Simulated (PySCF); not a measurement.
AlCl2(OMe), CH3AlCl2O.
SMILES: `[Cl][Al]([O]C)[Cl]`

Jobs on this species (8 atoms, 64 electrons) with PySCF (density fitting). Hardware of each: an Intel Xeon at 2.70 GHz with one thread, no GPU, on a shared host. Times come from a shared host and carry two figures at best. Peak memory is the resident size of the whole Python process, interpreter and libraries included.

| level and settings | work | basis functions | SCF cycles | wall time | peak memory |
| --- | --- | --- | --- | --- | --- |
| B3LYP/pcSseg-1 (pcSseg-2 on Al) | shieldings | 140 | ? | ? | ? |
| delta-SCF UKS SCAN, pcX-2 on the ionised atom, pcseg-1 elsewhere, spin-free X2C | ΔSCF core ionisation, 6 holes | 139 | ? | ? | ? |
| wB97X-D/def2-SVPD | 15 singlets by full TDDFT, 4 Tamm–Dancoff triplets, polarisability, density and orbital grids written | 145 | 12 | 33 s | 0.65 GiB |
| PBE0-D3(BJ)/def2-SVP, grid level 1 | geometry optimisation from a GFN2-xTB start shaken at random | 97 | 55 | 52 s | 0.38 GiB |
| PBE/pcSseg-1 (pcSseg-2 on Al) | shieldings | 140 | 15 | 26 s | 0.73 GiB |
| PBE0/pcSseg-1 (pcSseg-2 on Al) | shieldings, charges and field gradients, density and orbital grids written | 140 | 13 | 30 s | 0.71 GiB |

Problem. Fill in the missing figures.

Solution. 
- B3LYP/pcSseg-1 (pcSseg-2 on Al); shieldings: 16 s, 0.71 GiB, 13 SCF cycles
- delta-SCF UKS SCAN, pcX-2 on the ionised atom, pcseg-1 elsewhere, spin-free X2C; ΔSCF core ionisation, 6 holes: 36 s, 0.47 GiB, 84 SCF cycles

Problem. What do all jobs in the table cost together?

Solution. About 3.2 min; the longest takes about 27 % of that, and about 3.2 times as long as the shortest.
